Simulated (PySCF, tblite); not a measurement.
Energy landscape of H2Be, singlet: map of symmetric stretch and bend. Scanned: Be-H bond length and H-Be-H angle.

Levels of theory: GFN2-xTB, 300 K electronic temperature (tblite); RHF/cc-pVTZ (PySCF); wB97X-V/cc-pVTZ (PySCF); B3LYP/cc-pVTZ (PySCF); MP2 on RHF/cc-pVTZ (PySCF); CCSD on RHF/cc-pVTZ (PySCF); CCSD(T) on RHF/cc-pVTZ (PySCF).

Energies in kcal/mol at chosen points (x: Be-H bond length (Å); y: H-Be-H angle (°)), relative to x = 1.33, y = 180:

```csv
method,"(1.46, 90)","(1.46, 150)","(1.46, 170)","(1.26, 100)","(1.46, 100)","(1.53, 80)","(1.73, 160)"
GFN2-xTB,29.7,8.7,7.3,18.6,22.9,43.2,33.0
RHF,52.0,9.6,5.6,41.1,40.9,69.6,38.1
wB97X-V,48.2,9.0,5.2,38.4,38.0,64.5,36.0
B3LYP,48.4,9.6,5.8,37.9,38.4,64.6,36.8
MP2,49.7,10.1,6.3,38.0,39.4,66.5,38.8
CCSD,48.2,9.6,5.9,37.6,38.2,64.2,36.8
CCSD(T),48.0,9.6,5.9,37.4,38.0,63.8,36.6
```
